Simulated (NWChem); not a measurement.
System: GaHClF; SMILES [GaH]([Cl])[F]

The following NWChem deck was run.

```
start job
memory heap 200 mb stack 900 mb global 1100 mb
geometry units angstroms noautoz
  Ga    -0.346209    -0.465674     0.001885
  H     -1.806112    -0.969023     0.008167
  F      0.989508    -1.588975    -0.000904
  Cl     0.256866     1.578723    -0.000338
end
basis spherical
  Ga library sto-3g
  H library sto-3g
  F library sto-3g
  Cl library sto-3g
end
dft
  xc b3lyp
  iterations 150
  mulliken
end
task dft energy
```

Coordinates come from a PBE0/def2-SVP optimisation.

Question: Give the results of this calculation. (B3LYP/STO-3G.) Quantities: basis functions; energy (Ha); highest occupied level (eV); orbital gap (eV); dipole (D).

Answer: 
```yaml
number_of_basis_functions: 33
energy (Ha): -2456.44
highest occupied level (eV): -2.56
orbital gap (eV): 2.61
dipole (D): 1.98
```
